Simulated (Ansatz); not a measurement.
Program: Ansatz. Geometries: PBE0-D4/def2-TZVP. ΔE: electronic, gas phase. CBS: MP2 limit from def2 TZ/QZ plus the TZ coupled-cluster correction, frozen cores. This one scheme is used for every species. DFT in def2-TZVPP.

Consider the formal exchange of groups at the Al–B bond: `[BH2][Al]1[CH2][CH]1C` + CH₄ → `C[CH]1[CH2][Al]1[CH3]` + BH₃.

Question: Is it downhill or uphill in electronic energy at CCSD(T)/CBS, and by how much? (Best estimate.)

Answer: The calculation gave: Nearly level: ΔE = +1.9 kJ/mol.

Question: What do these levels give: PBE-D4, r2SCAN-D4, ωB97X-V, B2PLYP, PBE, PBE0, MP2/def2-TZVPP, SCS-MP2/def2-TZVPP, CCSD(T)/def2-TZVPP, HF/def2-QZVPP, MP2/def2-QZVPP, HF/CBS(def2)? (An estimate is asked.)

Answer: Ansatz gave: PBE-D4 33.9, r2SCAN-D4 22.2, ωB97X-V -5.7, B2PLYP 4.2, PBE 34.6, PBE0 16.6, MP2/def2-TZVPP -8.5, SCS-MP2/def2-TZVPP -9.9, CCSD(T)/def2-TZVPP 3.3, HF/def2-QZVPP -18.0, MP2/def2-QZVPP -9.4, HF/CBS(def2) -18.0 kJ/mol.

Largest T1 diagnostic among the species: 0.020, so the coupled-cluster value is less sure than usual.

From PBE to PBE0 (25 % exact exchange), in def2-TZVPP and without D4, ΔE moves by −18.0 kJ/mol. In def2-TZVPP, CCSD(T) changes the Hartree–Fock value by +20.8 kJ/mol (the triples alone add +5.6 kJ/mol) and MP2 by +9.1 kJ/mol.
